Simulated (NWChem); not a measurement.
C₄H₅NO; SMILES c1coc(N)c1

```xyz
11

N     -0.0097    -2.0280    -0.0641
C      0.1043    -0.6578    -0.0012
C      1.1716     0.2016     0.0005
C      0.5991     1.5167    -0.0085
C     -0.7488     1.3545    -0.0087
O     -1.0527     0.0233    -0.0058
H      0.8186    -2.5235     0.2403
H     -0.8514    -2.3886     0.3720
H      2.2246    -0.0678     0.0026
H      1.1343     2.4642    -0.0079
H     -1.5940     2.0357    -0.0048
```
Atoms are numbered in this order, from 1.

Program: NWChem. The geometry was optimised at PBE0/def2-SVP. Level B3LYP/def2-SVP: energy and gradient on several grids; changes count from the extra-fine grid, which is no exact limit either.

```json
[
 {"grid": "xcoarse", "size of the energy change (μHa)": "2000", "largest change of a gradient component (μHa/bohr)": "2000", "time, medium = 1 (rough)": "0.5"},
 {"grid": "coarse", "size of the energy change (μHa)": "30", "largest change of a gradient component (μHa/bohr)": "100", "time, medium = 1 (rough)": "about 1"},
 {"grid": "medium", "size of the energy change (μHa)": "< 10", "largest change of a gradient component (μHa/bohr)": "30", "time, medium = 1 (rough)": "about 1"},
 {"grid": "fine", "size of the energy change (μHa)": "< 10", "largest change of a gradient component (μHa/bohr)": "< 30", "time, medium = 1 (rough)": "about 1"},
 {"grid": "xfine", "size of the energy change (μHa)": "< 10", "largest change of a gradient component (μHa/bohr)": "< 30", "time, medium = 1 (rough)": "2"}
]
```
